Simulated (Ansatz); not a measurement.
Geometry optimisation, RKS PBE/def2-SVPD in Ansatz.

The input (input.yaml):

```yaml
crystal:
  periodic: [false, false, false]
  atoms:
    - { symbol: Se, position_ang: [-1.2893, -0.1967, -1.685] }
    - { symbol: C, position_ang: [-0.1944, -0.3622, -0.1749] }
    - { symbol: "N", position_ang: [0.1045, -1.0008, 1.0137] }
    - { symbol: C, position_ang: [0.9721, 0.0129, 0.5354] }
    - { symbol: H, position_ang: [-2.1892, 0.8634, -0.9486] }
    - { symbol: H, position_ang: [-0.75602, 0.30622, -0.82751] }
    - { symbol: H, position_ang: [1.8839, -0.3507, 0.1132] }
basis:
  gaussian: { orbitals: def2-SVPD }
hamiltonian:
  xc: pbe
relax:
  f_tol: 0.02
  max_steps: 50
```

Command:

```bash
$ ansatz run input.yaml --threads 2 --pin off --max-ram 3072MiB --backend cpu --events-out ev --progress --plain --runs-dir out
```

Question: Where does it end, and by what steps?

Answer: It converged. After 20 steps the energy has fallen by 10.817 eV; H6 moved furthest, 1.36 Å. The start is strongly strained (largest force component 16 eV/Å), so its close contacts needn't be bonds. Parted: Se1–H6 (1.13 → 2.60 Å).

```
step  energy less start (eV)  largest force component (eV/Å)  accepted
   0                  0.0000                          15.619       yes
   1                 -3.8587                           6.742       yes
   2                 -6.0452                           4.329       yes
   3                 -7.7956                           4.528       yes
   4                 -9.2222                           2.920       yes
   5                -10.0457                           2.219       yes
   6                -10.4174                           1.810       yes
   7                -10.6867                           1.736       yes
   8                -10.7312                           1.456       yes
   9                -10.7835                           0.518       yes
  10                -10.8010                           0.235       yes
  11                -10.8074                           0.183       yes
  12                -10.8112                           0.065       yes
  13                -10.8125                           0.068       yes
  14                -10.8125                           0.086        no
  15                -10.8127                           0.081       yes
  16                -10.8154                           0.136       yes
  17                -10.8167                           0.088       yes
  18                -10.8167                           0.089       yes
  19                -10.8170                           0.058       yes
  20                -10.8173                           0.018       yes
```

```xyz
7
Properties=species:S:1:pos:R:3
Se -1.176 -0.326 -1.835
C -0.252 0.216 -0.205
N -0.044 -0.799 0.935
C 0.953 -0.461 0.231
H -2.520 0.068 -1.336
H -0.454 1.258 0.094
H 2.026 -0.684 0.142
```

Whether the end is a true minimum wasn't checked by a vibrational analysis.

The run took 25 s on 2 threads of Intel(R) Xeon(R) 6975P-C (Granite Rapids), with other jobs on the host, peak memory 0.26 GiB.
